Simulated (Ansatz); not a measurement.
Reaction (ligand exchange at the Si–O bond): `F[SiH2]O[SiH2]F` + `B[SiH2]O` → `B[SiH2]O[SiH2]F` + `O[SiH2]F`

Program: Ansatz. Geometries: PBE0-D4/def2-TZVP. ΔE: electronic, gas phase. CCSD(T)/CBS is the MP2 limit (def2-TZVPP, def2-QZVPP) plus CCSD(T) − MP2 in def2-TZVPP, frozen cores. DFT in def2-TZVPP. B3LYP here is the variant with VWN-RPA as its local correlation; programs differ in this. One conformer a species, not always the lowest.

```json
{"level": "B3LYP-D4", "ΔE (kcal/mol)": "-1.2", "difference from CCSD(T)/CBS": "0.0"}
{"level": "ωB97X-V", "ΔE (kcal/mol)": "-1.2", "difference from CCSD(T)/CBS": "0.0"}
{"level": "ωB97M-V", "ΔE (kcal/mol)": "-1.2", "difference from CCSD(T)/CBS": "0.0"}
{"level": "B2PLYP", "ΔE (kcal/mol)": "-0.9", "difference from CCSD(T)/CBS": "0.3"}
{"level": "PBE", "ΔE (kcal/mol)": "-1.0", "difference from CCSD(T)/CBS": "0.2"}
{"level": "r2SCAN", "ΔE (kcal/mol)": "-1.1", "difference from CCSD(T)/CBS": "0.1"}
{"level": "B3LYP", "ΔE (kcal/mol)": "-0.7", "difference from CCSD(T)/CBS": "0.5"}
{"level": "MP2/def2-TZVPP", "ΔE (kcal/mol)": "-1.2", "difference from CCSD(T)/CBS": "0.0"}
{"level": "SCS-MP2/def2-TZVPP", "ΔE (kcal/mol)": "-1.1", "difference from CCSD(T)/CBS": "0.1"}
{"level": "CCSD/def2-TZVPP", "ΔE (kcal/mol)": "-1.0", "difference from CCSD(T)/CBS": "0.2"}
{"level": "CCSD(T)/def2-TZVPP", "ΔE (kcal/mol)": "-1.1", "difference from CCSD(T)/CBS": "0.1"}
{"level": "HF/def2-QZVPP", "ΔE (kcal/mol)": "-0.5", "difference from CCSD(T)/CBS": "0.7"}
{"level": "MP2/def2-QZVPP", "ΔE (kcal/mol)": "-1.2", "difference from CCSD(T)/CBS": "0.0"}
{"level": "SCS-MP2/def2-QZVPP", "ΔE (kcal/mol)": "-1.1", "difference from CCSD(T)/CBS": "0.1"}
{"level": "HF/CBS(def2)", "ΔE (kcal/mol)": "-0.5", "difference from CCSD(T)/CBS": "0.7"}
{"level": "CCSD/CBS(def2)", "ΔE (kcal/mol)": "-1.1", "difference from CCSD(T)/CBS": "0.1"}
{"level": "CCSD(T)/CBS", "ΔE (kcal/mol)": "-1.2", "difference from CCSD(T)/CBS": "0"}
```

Largest T1 diagnostic among the species: 0.012.
